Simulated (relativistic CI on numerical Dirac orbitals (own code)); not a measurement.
# Au LXVII: q coefficients and field-shift factors

Computed by Dirac-Coulomb-Breit CI, KLI orbitals optimised for each configuration, derivatives by finite differences, unscaled Slater integrals, QED left out (own radial code, finite nucleus).

Configurations in the expansion (outside the closed core [Ne]): 3s2 3p, 3s2 3d, 3s 3p2, 3p3, 3s 3p 3d, 3p 3d2, 3s 3d2, 3p2 3d. Levels of other configurations are missing.

With x = (α/α₀)² − 1 an excitation energy changes as ω = ω₀ + qx; K = 2q/ω₀ is the relative enhancement. Terms are leading LS components, so labels can repeat. The field-shift factor is F = δν/δ⟨r²⟩ for the transition from the lowest level.

Lowest level 3s2 3p 2P°_1/2.

```tsv
Level	ω₀ (cm⁻¹)	q (cm⁻¹)	K	F (GHz/fm²)
3s 3p2 4P_1/2	1555694	459100	0.59	-12200
3s2 3p 2P°_3/2	4012476	5.072e+06	2.53	-1110
3s 3p2 4P_3/2	5291634	5.478e+06	2.07	-13000
3s 3p2 2D_5/2	5455879	5.496e+06	2.01	-13000
3s 3p2 2D_3/2	5627100	5.424e+06	1.93	-10400
3s 3p2 2P_1/2	5732739	5.513e+06	1.92	-13200
3s2 3d 2D_3/2	6097832	5.308e+06	1.74	-4080
3s2 3d 2D_5/2	6893737	6.132e+06	1.78	-1260
3s 3p 3d 4F°_3/2	7114985	5.679e+06	1.6	-16500
3s 3p 3d 4F°_3/2	7235932	5.791e+06	1.6	-19600
3s 3p 3d 4F°_5/2	7310902	5.608e+06	1.53	-13100
3s 3p 3d 4D°_1/2	7552146	5.658e+06	1.5	-13100
3s 3p 3d 4D°_3/2	7627547	5.749e+06	1.51	-14800
3s 3p 3d 4P°_5/2	8202518	6.529e+06	1.59	-13000
3s 3p 3d 4F°_7/2	8335798	6.563e+06	1.57	-13100
3s 3p 3d 2F°_5/2	8425756	6.571e+06	1.56	-13200
3s 3p 3d 2D°_3/2	8467862	6.565e+06	1.55	-13700
3p2 3d 2D_3/2	9044226	6.052e+06	1.34	-25200
3s 3p2 4P_5/2	9407524	1.053e+07	2.24	-14100
3s 3p2 2S_1/2	9742886	1.057e+07	2.17	-14200
3s 3p2 2P_3/2	9807021	1.058e+07	2.16	-14200
3p2 3d 2D_5/2	10079165	7.014e+06	1.39	-25200
3p3 2D°_5/2	11084881	1.085e+07	1.96	-21400
```

At this charge energies of transitions that change n are usually good to better than 1 %, and those within a shell (Δn = 0) to a few per cent.
